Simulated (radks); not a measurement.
Question: These are the eigenvalues of the occupied orbitals of an atom or ion with whole-number occupations (eV). Method: Dirac Kohn-Sham, PBEsol, spin-unpolarised, spherical densities, finite nucleus; Fermi nuclear charge, rms radius of each element as measured or else 0.836 A^(1/3) + 0.57 fm; computed with a radial shooting solver on a logarithmic mesh with Libxc functionals.

1s1/2: -18831.52
2s1/2: -2672.262
2p1/2: -2456.511
2p3/2: -2360.835
3s1/2: -482.3887
3p1/2: -401.1830
3p3/2: -385.6615
3d3/2: -242.1801
3d5/2: -239.2865
4s1/2: -100.7173
4p1/2: -77.6422
4p3/2: -75.3584
4d3/2: -40.9682
7f5/2: -4.5411

Which element is it, and in what charge state? The configuration may be excited. Open shells, if any, fill j = l - 1/2 first.

Answer: Z = 41, niobium, charge +3: Nb3+ in [Kr] 4d1 7f1. The list shows which subshells hold electrons but not how many an open one holds; the 1s level, -692.05 hartree, gives Z - s = 37.2 by -(Z - s)^2/2, which with screening and relativity narrows Z to a few neighbours, and the depths of the outer levels then fix element, charge and occupations together.
